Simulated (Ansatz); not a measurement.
Geometry optimisation, RKS PBE0/def2-SVPD in Ansatz 0.2.0.

The input (input.yaml):

```yaml
crystal:
  periodic: [false, false, false]
  atoms:
    - { symbol: O, position_ang: [-0.8839, 1.519, 0.4282] }
    - { symbol: Sb, position_ang: [-0.4031, -0.1117, 1.4269] }
    - { symbol: "N", position_ang: [-0.43109, 0.90595, 3.16319] }
    - { symbol: C, position_ang: [-1.85125, 0.93422, 3.31108] }
    - { symbol: O, position_ang: [-2.12641, -0.06511, 2.36092] }
    - { symbol: H, position_ang: [-1.905, 1.4765, 0.2596] }
    - { symbol: H, position_ang: [-2.42399, 1.4856, 4.00398] }
basis:
  gaussian: { orbitals: def2-SVPD }
hamiltonian:
  xc: pbe0
relax:
  f_tol: 0.015
  max_steps: 40
```

Command:

```bash
$ ansatz run input.yaml --threads 2 --pin off --max-ram 3072MiB --backend cpu --events-out ev --progress --plain --runs-dir out
```

Task: Where does it end, and by what steps?

Result: It converged. After 12 steps the energy has fallen by 2.495 eV; H6 moved furthest, 0.66 Å. The start is strongly strained (largest force component 10 eV/Å).

```json
{"step": "0", "energy less start (eV)": "0.0000", "largest force component (eV/Å)": "10.359", "accepted": "yes"}
{"step": "1", "energy less start (eV)": "-1.6890", "largest force component (eV/Å)": "4.323", "accepted": "yes"}
{"step": "2", "energy less start (eV)": "-1.9368", "largest force component (eV/Å)": "3.811", "accepted": "yes"}
{"step": "3", "energy less start (eV)": "-2.2414", "largest force component (eV/Å)": "1.427", "accepted": "yes"}
{"step": "4", "energy less start (eV)": "-2.3377", "largest force component (eV/Å)": "1.526", "accepted": "yes"}
{"step": "5", "energy less start (eV)": "-2.4650", "largest force component (eV/Å)": "0.505", "accepted": "yes"}
{"step": "6", "energy less start (eV)": "-2.4837", "largest force component (eV/Å)": "0.350", "accepted": "yes"}
{"step": "7", "energy less start (eV)": "-2.4915", "largest force component (eV/Å)": "0.216", "accepted": "yes"}
{"step": "8", "energy less start (eV)": "-2.4927", "largest force component (eV/Å)": "0.185", "accepted": "yes"}
{"step": "9", "energy less start (eV)": "-2.4882", "largest force component (eV/Å)": "0.364", "accepted": "no"}
{"step": "10", "energy less start (eV)": "-2.4946", "largest force component (eV/Å)": "0.041", "accepted": "yes"}
{"step": "11", "energy less start (eV)": "-2.4943", "largest force component (eV/Å)": "0.094", "accepted": "no"}
{"step": "12", "energy less start (eV)": "-2.4947", "largest force component (eV/Å)": "0.011", "accepted": "yes"}
```

```xyz
7
Properties=species:S:1:pos:R:3
O -1.004 1.116 0.001
Sb -0.473 -0.056 1.492
N -0.621 1.307 3.067
C -1.785 0.825 3.337
O -2.312 -0.120 2.555
H -1.430 1.927 0.307
H -2.399 1.146 4.195
```

The run took 70 s on 2 threads of Arm Neoverse V1, on a shared host, peak memory 0.39 GiB.
